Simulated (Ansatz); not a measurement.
Cost and result for the atomization energy of `NB(F)[TeH]` (7 atoms, 6 bonds).

Charge 0, multiplicity 1. Correlated methods include outer-core shells of Te, which these sets cover unevenly. Te takes the def2 core potential. The geometry is a stationary point of PBE0-D4/def2-TZVP. It is one conformer, not always the lowest. Program: Ansatz. All runs use 2 threads of an Arm Neoverse V2 on a shared host. Times are those of one run each, without the atoms' runs, and a repeat can differ threefold. Electronic energies, without spin–orbit coupling; frozen cores. CCSD(T)/CBS adds CCSD(T) − MP2 in def2-TZVPP to the MP2 limit, and its time is that of the two runs behind it. T1 = 0.012. With those shells the extrapolation isn't a true limit. B3LYP takes the VWN-RPA correlation (the form of Gaussian; ORCA's B3LYP/G).

CCSD(T)/CBS is a level of theory with its own doubt, some kJ/mol a heavy atom from the limit and from the frozen cores, so smaller differences don't rank the functionals.

```csv
level,functions,wall time
BLYP-D4/def2-TZVPP,185,1.9 s
revPBE-D4/def2-TZVPP,185,1.9 s
PBE-D4/def2-TZVPP (with forces),185,2.4 s
CAM-B3LYP-D4/def2-TZVPP,185,3.2 s
B3LYP-D4/def2-TZVPP (with forces),185,3.4 s
BHLYP-D4/def2-TZVPP,185,3.6 s
r2SCAN-D4/def2-TZVPP (with forces),185,4.4 s
CCSD(T)/def2-SVP,83,4.5 s
B2PLYP/def2-TZVPP,185,5.5 s
PBE-QIDH/def2-TZVPP,185,5.5 s
MP2/def2-QZVPP,343,14 s
CCSD(T)/def2-TZVPP,185,100 s
CCSD(T)/CBS(def2),–,120 s
```

What atomization energy does each give, and how far from CCSD(T)/CBS? (Estimate.)

Computed: 
| level | atomization (kJ/mol) | difference from CCSD(T)/CBS | per bond |
| --- | --- | --- | --- |
| BLYP-D4/def2-TZVPP | 2529.8 | 17.8 | 3.0 |
| revPBE-D4/def2-TZVPP | 2499.5 | -12.5 | -2.1 |
| PBE-D4/def2-TZVPP (with forces) | 2579.3 | 67.3 | 11.2 |
| CAM-B3LYP-D4/def2-TZVPP | 2526.2 | 14.2 | 2.4 |
| B3LYP-D4/def2-TZVPP (with forces) | 2516.1 | 4.1 | 0.7 |
| BHLYP-D4/def2-TZVPP | 2421.6 | -90.4 | -15.1 |
| r2SCAN-D4/def2-TZVPP (with forces) | 2511.4 | -0.6 | -0.1 |
| CCSD(T)/def2-SVP | 2338.0 | -174.0 | -29.0 |
| B2PLYP/def2-TZVPP | 2485.3 | -26.7 | -4.4 |
| PBE-QIDH/def2-TZVPP | 2481.5 | -30.5 | -5.1 |
| MP2/def2-QZVPP | 2539.7 | 27.7 | 4.6 |
| CCSD(T)/def2-TZVPP | 2428.6 | -83.4 | -13.9 |
| CCSD(T)/CBS(def2) | 2512.0 | 0.0 | 0.0 |

In def2-TZVPP, CCSD(T) changes the Hartree–Fock value by +668.0 kJ/mol (the triples alone add +46.0 kJ/mol) and MP2 by +729.8 kJ/mol; breaking electron pairs costs correlation energy, which Hartree–Fock lacks. From BLYP to BHLYP (50 % exact exchange), in def2-TZVPP and without D4, the atomization energy moves by −96.1 kJ/mol: exact exchange takes away binding that semilocal exchange gives to molecules. At CCSD(T), def2-SVP lies −174.0 kJ/mol from the extrapolated value and def2-TZVPP −83.3 kJ/mol: correlation converges slowly with the basis, and small sets miss more of it in the bonded molecule than in its fragments.

Spin–orbit coupling would lower the free Te atoms strongly, and the atomization energy with them, by more than many differences here.
